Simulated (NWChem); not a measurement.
Molecule: CHBrCl2; SMILES ClC(Cl)Br

Computed with NWChem. Pople sets run with spherical d functions. Coordinates come from a B3LYP/6-31G* (spherical d) optimisation. Level: B3LYP/6-31G* with SMD (1 M gas to 1 M solution), gas-phase geometry.

Estimate the computed values for solvent n-hexane. Quantities: solvation free energy (kcal/mol); cavity-dispersion-structure term (kcal/mol); dipole in solution (D).


| Property | Value |
|---|---|
| solvation free energy (kcal/mol) | -4.8 |
| cavity-dispersion-structure term (kcal/mol) | -3.8 |
| dipole in solution (D) | 1.36 |
